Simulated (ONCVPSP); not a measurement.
Before and after: ONCV potential for Ti

titanium, optimised norm-conserving Vanderbilt (ONCV), made with ONCVPSP 4.0.1 (PBEsol, scalar-relativistic). Core [Ne], reference 3s2 3p6 3d2 4s1.75 (charge +0.25). Waves: 3s+4s: rc 2.00 bohr, ncon 4, nbas 7, qcut 5.4 1/bohr, 3 projectors, debl 3.8 Ha; 3p: rc 1.40 bohr, ncon 4, nbas 7, qcut 11.8 1/bohr, 1 projector; 3d: rc 1.30 bohr, ncon 4, nbas 7, qcut 6.8 1/bohr, 3 projectors, debl 0.6 Ha; f scattering state at 0.07 Ha: rc 1.70 bohr, ncon 4, nbas 8, qcut 6.7 1/bohr, 1 projector. Local part: polynomial inside 0.95 bohr (lpopt 5, dvloc0 4 Ha). Core correction: none.

Change: local potential polynomial inside 0.95 bohr (lpopt 5, dvloc0 -2.5 Ha).

Cutoffs: the cutoffs (Ha) at which the residual kinetic energy of the hardest occupied pseudo-wave falls to 1 and 0.1 mHa per electron; they do not see the model core or the augmentation charge, which bear on the density cutoff. Errors are all-electron minus pseudo energies relative to the spin-unpolarised reference configuration.

Task: What does the change do?

Result: The potential gets neither clearly harder nor softer (97 Ha and 112 Ha → 97 Ha and 112 Ha); the bound ghosts move from d to d, f; of the 4 tests that both files solve, the error grows in 0 and shrinks in 1 by more than 15 % and 0.3 meV (median size 1.2 → 1.2 meV). In the separable form a ghost depends on how the local part lies against the semilocal potential of the channel, so the choice of the local part can create or remove one.

| quantity | base | changed |
| --- | --- | --- |
| cutoff, loose | 97 Ha | 97 Ha |
| cutoff, tight | 112 Ha | 112 Ha |
| bound ghosts | d | d, f |
| GHOST(+) flags under 300 eV | none | s at 264.7 eV |
| error for 3s2 3p6 3d2 4s2, meV [ΔE -1.29 eV] | +0.1 | +0.1 |
| error for 3s2 3p6 3d2 4s1, meV [ΔE 6.07 eV] | -0.5 | -0.4 |
| error for 3s2 3p6 3d2 4s0, meV [ΔE 19.54 eV] | -2.0 | -2.0 |
| error for 3s2 3p5 3d2 4s2, meV [ΔE 44.18 eV] | -3.6 | -2.2 |
| s: phases at 2.03 bohr within 0.05 rad from the reference energy up to (Ha; the scan ends near 5) | to the end of the scan | to the end of the scan |
| p: phases at 1.42 bohr within 0.05 rad from the reference energy up to (Ha; the scan ends near 5) | 2.3 | 2.0 |
| d: phases at 1.32 bohr within 0.05 rad from the reference energy up to (Ha; the scan ends near 5) | to the end of the scan | to the end of the scan |
| f: phases at 1.73 bohr within 0.05 rad from the reference energy up to (Ha; the scan ends near 5) | to the end of the scan | to the end of the scan |

 A true bound ghost makes a file unfit for plane-wave use even where its test errors are small: the radial tests pick states by their node count and pass the ghost by.
